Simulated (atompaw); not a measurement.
Pseudopotential generation for Ir (Z = 77): PAW (atompaw), PBE, scalar-relativistic.

Ir, PAW, made with atompaw 4.2.0.5 (PBE, scalar-relativistic). Core [Xe] 4f14, reference 5d8 6s1 6p0. Waves: 6s (bound): rc 2.85 bohr; 6s channel at 0.25 Ry: rc 2.60 bohr; 6p (bound, empty): rc 2.85 bohr; 6p channel at 1.05 Ry: rc 2.85 bohr; 5d (bound): rc 2.85 bohr; 5d channel at 2.1 Ry: rc 1.75 bohr. Local part: bessel scheme, radius 2.45 bohr. Core correction: smooth core density matched at 1.85 bohr. Augmentation charge: sinc compensation charge, radius 2.30 bohr; PAW radius 2.85 bohr; waves and projectors: custom rrkj gramschmidtortho.

Results:

```json
{
 "Cutoffs needed": "12 Ry and 21 Ry (the cutoffs (Ry, on a coarse ladder) from which the occupation-weighted sum of valence levels, in a spherical-Bessel basis at the reference potential, stays within 10 and 1 mRy of its value at 400 Ry)",
 "Ghost test": "no extra level below or beside the all-electron valence levels (s, p, d, f tested) (spherical-Bessel basis up to 400 Ry, 20 bohr box)",
 "Lowest eigenvalue of the overlap operator": "0.56 (p channel)",
 "Overlap eigenvalues printed by atompaw (projector basis)": "0.458, 0.461, 1.67, 3.33, 7.47, 7.83",
 "Share of each valence orbital outside the PAW sphere": "6s 49 %, 6p 86 %, 5d 10 %"
}
```

Generation and tests took about 15 s on one core of a shared server CPU.
